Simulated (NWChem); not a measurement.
**Total energies of arsine (H₃As)**

```xyz
4

As     0.0010     0.0726     0.0000
H     -0.6465    -0.7900     1.1000
H     -0.6465    -0.7900    -1.1000
H      1.2585    -0.8174     0.0000
```
Charge 0, spin multiplicity 1.

All runs are NWChem calculations. All single points use one geometry, from PBE/def2-SVP, a minimum by its harmonic frequencies.

Basis set: 3-21G (28 functions).

```csv
method,total energy (Ha)
RHF,-2225.12746
MP2,-2225.19002
B2PLYP,-2226.41505
PBE,-2226.51976
B3LYP,-2226.91733
M06-2X,-2226.98042
CCSD(T),-2225.21330
```

Total energies of different functionals aren't comparable as a measure of quality: only differences taken within one method are. 

The Hamiltonian is non-relativistic. The correlated methods keep 9 core orbitals frozen. B3LYP has NWChem's definition, with VWN1-RPA local correlation. No row is a measurement; the coupled-cluster row has its own basis-set and correlation limits.
